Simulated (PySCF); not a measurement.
# Trend along the fourth-period p block: MIn cations

PBE0 with double-zeta basis sets in PySCF, for the lowest determinant that a PBE0 search found; no spin–orbit coupling. De refers to high-spin ground-configuration atoms (the charge goes to the atom of lower measured ionisation energy or higher electron affinity, which is not always the lowest computed limit). A positive dipole points towards In; it is taken about the centre of mass and depends on that origin.

```csv
M,basis,charged atom,state (unpaired electrons),Re (Å),ωe (cm⁻¹),De (eV),μ (D)
Ga,cc-pVDZ-PP,In+,doublet (σ ↑),3.425,81.2,1.31,-1.46
Ge,cc-pVDZ-PP,In+,"triplet (σ ↑, π ↑)",3.117,94.6,0.83,0.57
Se,def2-SVP,In+,triplet (π ↑↑),3.217,97.3,0.67,2.39
```

The shortest bond is that of InGe⁺ (3.117 Å), the longest that of InGa⁺ (3.425 Å). InGa⁺ is bound most strongly (1.31 eV) and InSe⁺ least (0.67 eV).

The rows differ in basis set, which adds steps of its own.

The state changes along the series, so neighbouring rows are not always alike in their bonding.

Spin–orbit coupling is left out, which matters for elements this heavy, above all for dissociation energies. For an ion De counts to the pair picked by the measured ionisation energies or electron affinities, which need not be the lowest pair at this level. States were picked by a PBE0 search and need not be the measured ground states.
